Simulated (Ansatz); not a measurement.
`C[C](=N)[GeH2][OH]` → `C[N](C)[Ge][OH]`  (isomerisation)

Isolated molecules relaxed with PBE0-D4/def2-TZVP in Ansatz; ΔE leaves out vibrations. CCSD(T)/CBS is the MP2 limit (def2-TZVPP, def2-QZVPP) plus CCSD(T) − MP2 in def2-TZVPP, frozen cores. DFT in def2-TZVPP. For Ge outer-core shells are correlated without core-valence functions, which leaves a few kJ/mol of doubt a bond. Scalar relativity is left out up to krypton. Each species was taken in one conformer, which may not be the lowest.

```json
{"species": "`C[C](=N)[GeH2][OH]`", "PBE-D4 energy (Eh)": "-2286.93053"}
{"species": "`C[N](C)[Ge][OH]`", "PBE-D4 energy (Eh)": "-2286.96200"}
```

Task: Work out ΔE.

Result: ΔE = (-2286.96200) − (-2286.93053) = -0.03147 Eh = -19.7 kcal/mol. CCSD(T)/CBS gives -17.4 kcal/mol.

Largest T1 diagnostic among the species: 0.014.

From PBE to PBE0 (25 % exact exchange), in def2-TZVPP and without D4, ΔE moves by +1.4 kcal/mol. The D4 term adds −0.9 kcal/mol with B3LYP and −0.4 kcal/mol with PBE0; it sums over pairs of atoms, weighted by their polarisabilities, and B3LYP, whose exchange is more repulsive, gets the larger term.

B3LYP here is the variant with VWN-RPA as its local correlation; programs differ in this.
